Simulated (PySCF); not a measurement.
Geometry:
| atom | x (Å) | y (Å) | z (Å) |
| --- | --- | --- | --- |
| N1 | -1.535 | 1.268 | 0.727 |
| Si2 | -0.586 | -0.130 | 0.379 |
| N3 | -1.440 | -1.064 | -0.799 |
| Si4 | 1.537 | 0.598 | -0.323 |
| S5 | 2.724 | -1.194 | -0.576 |
| H6 | -2.507 | 1.164 | 0.997 |
| H7 | -1.117 | 2.090 | 1.147 |
| H8 | -0.335 | -1.108 | 1.496 |
| H9 | -1.616 | -0.665 | -1.715 |
| H10 | -1.232 | -2.053 | -0.872 |
| H11 | 1.502 | 1.200 | -1.692 |
| H12 | 2.212 | 1.587 | 0.582 |
| H13 | 2.398 | -1.711 | 0.630 |

Geometry: PBE0-D3(BJ)/def2-SVP; GIAO shifts from PySCF 2.14, gas phase, non-relativistic, averaged over equivalent atoms.

At B3LYP/pcSseg-1 (146 basis functions, 18 s wall time on 1 thread of an Arm Neoverse N1, shared host):
```
       atoms  δ (ppm)
       N1/N3     23.3
         Si2    -27.0
         Si4    -56.1
          S5   -278.3
          H8     4.95
     H11/H12     4.30
H6/H7/H9/H10     0.41
         H13    -0.49
```

Shifts are taken against calculated references (same method and geometry level): NH3 for 15N (σ = 263.54 ppm); 29Si (σ = 337.86 ppm), 1H (σ = 31.38 ppm) vs TMS; 33S (σ = 485.41 ppm) vs CS2.

Problem. Estimate the result of repeating the calculation with BLYP/pcSseg-1.

Solution. 
```
       atoms  δ at BLYP/pcSseg-1  change
       N1/N3                27.7    +4.4
         Si2               -28.6    -1.6
         Si4               -58.5    -2.4
          S5              -263.6   +14.7
          H8                5.17   +0.22
     H11/H12                4.40   +0.10
H6/H7/H9/H10                0.38   -0.03
         H13               -0.64   -0.15
```

Shifts are taken against calculated references (same method and geometry level): NH3 for 15N (σref 262.57); TMS for 29Si (σref 323.46) and 1H (σref 31.36); 33S (σref 481.97) vs CS2.

The largest change is at S5 (sulfur bonded to Si, H). Cost: 146 basis functions, 26 s wall time on 1 thread of an Arm Neoverse N1, shared host.

Experimental scales use liquid or dissolved standards, which lie at an offset from isolated NH3 (liquid NH3: subtract about 20 ppm).
